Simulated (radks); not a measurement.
Question: These are the eigenvalues of the occupied orbitals of an atom or ion with whole-number occupations (hartree). Method: scalar-relativistic Kohn-Sham, exchange-only LDA, spin-polarised, spherical densities, point nucleus; computed with a radial shooting solver on a logarithmic mesh with Libxc functionals.

orbital  eigenvalue
1s up     -2556.226
1s down   -2556.217
2s up     -444.8350
2s down   -444.8296
2p up     -389.7131
2p down   -389.7055
3s up     -105.7244
3s down   -105.7189
3p up     -89.40360
3p down   -89.39740
3d up     -70.60743
3d down   -70.60128
4s up     -25.18752
4s down   -25.17659
4p up     -19.83250
4p down   -19.81997
4d up     -13.04463
4d down   -13.02827
5s up      -7.05790
5s down    -6.96546
5p up      -5.62031
5p down    -5.52180
4f up      -5.49668
4f down    -5.46808

Which element is it, and in what charge state? The configuration may be excited. Open shells, if any, are filled with parallel spins first.

Answer: Z = 74, tungsten, charge +8: W8+ in [Kr] 4d10 4f14 5s2 5p4. The list shows which subshells hold electrons but not how many an open one holds; the 1s level, -2556.2 hartree, gives Z - s = 71.5 by -(Z - s)^2/2, which with screening and relativity narrows Z to a few neighbours, and the depths of the outer levels then fix element, charge and occupations together.
